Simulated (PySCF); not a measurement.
**Working out the excitation energy of Kr⁺**

Kr⁺ [Ar] 3d10 4s2 4p5 (2P) → Kr⁺ [Ar] 3d10 4s2 4p4 4d1 (high-spin determinant). Calculation: PySCF 2.14, in aug-cc-pVTZ-DK (7s6p4d2f, 59 functions); the spin-free X2C one-electron Hamiltonian (Gaussian nucleus). Frozen: [Ar] 3d10. Energies in hartree (1 hartree = 27.21139 eV):

```json
{"part": "UHF", "Kr⁺ (lower)": "-2787.693795", "Kr⁺ (upper)": "-2787.162578"}
{"part": "CCSD correlation", "Kr⁺ (lower)": "-0.159023", "Kr⁺ (upper)": "-0.139607"}
{"part": "(T)", "Kr⁺ (lower)": "-0.004216", "Kr⁺ (upper)": "-0.005280"}
```

Task: What does Hartree-Fock give?

Result: (-2787.162578) − (-2787.693795) = 0.531217 hartree = 14.455 eV.

Task: What do CCSD and CCSD(T) give?

Result: The CCSD correlation energies differ by 0.019416 hartree = 0.528 eV and the triples by -0.001064 hartree = -0.029 eV, so CCSD gives 14.983 eV and CCSD(T) 14.954 eV.

One determinant mixes LS terms, so it does not stand for a single term.
